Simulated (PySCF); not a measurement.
Positional isomers: butadiene methyl+boryl. Gas-phase values, no solvent. One relaxed conformer stands for each flexible species; it need not be the lowest. Strings in code marks are SMILES.

The four lowest singlet excitations (Tamm–Dancoff). Method: PySCF 2.14.0 with CAM-B3LYP-D3(BJ)/def2-TZVP. Excitations are Tamm–Dancoff values on a coarser integration grid. The basis has no diffuse functions, so Rydberg states are missing or too high.

```
state  energy (eV)  wavelength (nm)  oscillator strength
-----  -----------  ---------------  -------------------
S1            4.86              255                0.132
S2            5.57              223                0.001
S3            5.83              213                0.000
S4            6.27              198                0.687
```

Problem. Name which member gives these states.
A. `B/C(C=C)=C/C`
B. `B/C(C=C)=C\C`
C. `B/C(C)=C/C=C`
D. `BC(=C)/C=C/C`

Solution. A, `B/C(C=C)=C/C`
